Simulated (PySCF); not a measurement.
A series of derivatives of O[SiH](O)C1C[SiH2]1

Parent skeleton `[OH:1][SiH:2]([OH:3])[CH:4]1[CH2:5][SiH2:6]1`; one hydrogen on atom 6 is replaced by X. Hydrogens on one atom are averaged.

[PySCF 2.14: GFN2-xTB geometry; GIAO PBE0/pcSseg-1 shieldings; a single conformation; no relativistic terms; isolated molecule]

Referencing at the same level of theory: 17O vs H2O; 29Si, 13C, 1H against TMS.

(1) Give δ (ppm) for X = cPr, CH3, CF3, CONH2, isopropenyl, CHO.

(2) Which position responds most, and to which substituents?

Results:

(1) 
| X | SMILES | O1 | Si2 | O3 | C4 | C5 | Si6 | H(Si2) | H(C4) | H(C5) |
| --- | --- | --- | --- | --- | --- | --- | --- | --- | --- | --- |
| cPr | O[SiH](O)[C@@H]1C[Si@@H]1C1CC1 | 48.7 | -18.9 | 48.4 | -1.2 | -3.8 | -104.6 | 5.45 | -0.21 | 0.58 |
| CH3 | C[Si@@H]1C[C@H]1[SiH](O)O | 48.6 | -18.7 | 41.4 | -0.6 | -6.6 | -122.7 | 4.69 | 0.06 | 0.25 |
| CF3 | O[SiH](O)[C@@H]1C[Si@@H]1C(F)(F)F | 42.0 | -29.8 | 56.7 | 3.5 | 0.3 | -114.5 | 5.18 | 0.15 | 1.20 |
| CONH2 | NC(=O)[Si@@H]1C[C@H]1[SiH](O)O | 42.8 | -21.7 | 49.8 | 3.0 | -3.3 | -150.3 | 4.62 | 0.22 | 0.47 |
| isopropenyl | C=C(C)[Si@@H]1C[C@@H]1[SiH](O)O | 50.2 | -18.7 | 43.0 | 4.2 | -4.0 | -116.2 | 5.55 | -0.40 | 0.76 |
| CHO | O=C[Si@@H]1C[C@@H]1[SiH](O)O | 65.2 | -29.9 | 68.4 | 14.6 | 10.7 | -137.4 | 5.01 | 0.87 | 1.35 |

(2) Si6: from -150.3 ppm with CONH2 to -104.6 ppm with cPr.

Experimental scales use liquid or dissolved standards, which lie at an offset from isolated H2O (liquid H2O: subtract about 36 ppm).
